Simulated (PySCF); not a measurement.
SMILES CC(C)(C)[SiH2][SiH2]S, GFN2-xTB optimised geometry.

```
21

C      1.84    -1.78    -0.36
C      1.32    -0.38     0.00
C      1.84     0.62    -1.03
C      1.84     0.00     1.38
Si    -0.61    -0.38     0.00
Si    -1.51     1.74     0.00
S     -0.52     2.96     1.49
H      1.50    -2.07    -1.35
H      2.93    -1.79    -0.34
H      1.48    -2.52     0.35
H      1.53     1.63    -0.77
H      1.46     0.39    -2.02
H      2.93     0.60    -1.06
H      1.51    -0.71     2.14
H      1.50     0.99     1.67
H      2.93     0.01     1.39
H     -1.07    -1.20     1.13
H     -1.07    -1.05    -1.23
H     -2.93     1.82     0.37
H     -1.38     2.52    -1.23
H     -1.29     4.03     1.35
```

Density from B3LYP/def2-SVP in PySCF at that geometry.

Minimum of the electron density along straight lines between bonded atoms, close to the bond critical point (lines longer than 1.1 times the sum of covalent radii, or with two minima, are not listed):

```tsv
bond	length / Å	ρ at the minimum / e bohr⁻³	∇²ρ there / e bohr⁻⁵	position (fraction from the first atom)
C1–C2	1.529	0.243	-0.54	0.50
C2–C3	1.529	0.243	-0.54	0.50
C2–C4	1.529	0.243	-0.54	0.50
C2–Si5	1.923	0.112	0.26	0.62
Si6–S7	2.168	0.089	(withheld)	0.36
C1–H8	1.088	0.278	-1.02	0.62
C1–H9	1.090	0.275	-1.00	0.62
C1–H10	1.088	0.277	-1.01	0.62
C3–H12	1.089	0.277	-1.01	0.62
C3–H13	1.090	0.276	-1.00	0.62
C4–H14	1.088	0.277	-1.01	0.62
C4–H15	1.088	0.278	-1.02	0.63
C4–H16	1.090	0.275	-1.00	0.62
Si5–H17	1.470	0.115	0.32	0.49
Si5–H18	1.472	0.114	0.33	0.49
Si6–H19	1.464	0.117	0.33	0.49
Si6–H20	1.466	0.117	0.33	0.49
S7–H21	1.322	(withheld)	(withheld)	0.49
```

Some entries are withheld; supply them.


- Si6–S7, ∇²ρ there / e bohr⁻⁵: 0.15
- S7–H21, ρ at the minimum / e bohr⁻³: 0.216
- S7–H21, ∇²ρ there / e bohr⁻⁵: -0.17
